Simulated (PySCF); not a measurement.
1,3-oxasiletane-2,4-dione (C2H2O3Si), SMILES O=C1OC([SiH2]1)=O. Atoms are numbered in the order given.

```xyz
8

O      2.2347     0.0000     0.6539
C      1.1137     0.0000     0.2691
O      0.0000     0.0000     1.1389
C     -1.1137     0.0000     0.2691
O     -2.2347     0.0000     0.6539
Si     0.0000     0.0000    -1.3224
H      0.0000     1.2347    -2.1449
H      0.0000    -1.2347    -2.1449
```

The structure is a stationary point at B3LYP-D3(BJ)/def2-SVP.

Method: PBE/def2-TZVP in PySCF.

Symmetry labels are those of the subgroup C2v that the program uses (full group C2v).

Computed valence orbital energies around the gap with their symmetry:
```tsv
orbital	symmetry	energy (eV)
HOMO−7	A1	-12.01
HOMO−6	A2	-10.56
HOMO−5	B1	-10.55
HOMO−4	A1	-9.89
HOMO−3	B2	-9.75
HOMO−2	B2	-8.59
HOMO−1	A1	-7.36
HOMO	B1	-6.54
LUMO	B2	-2.85
LUMO+1	A2	-2.41
LUMO+2	B1	-2.07
LUMO+3	A1	-0.57
```
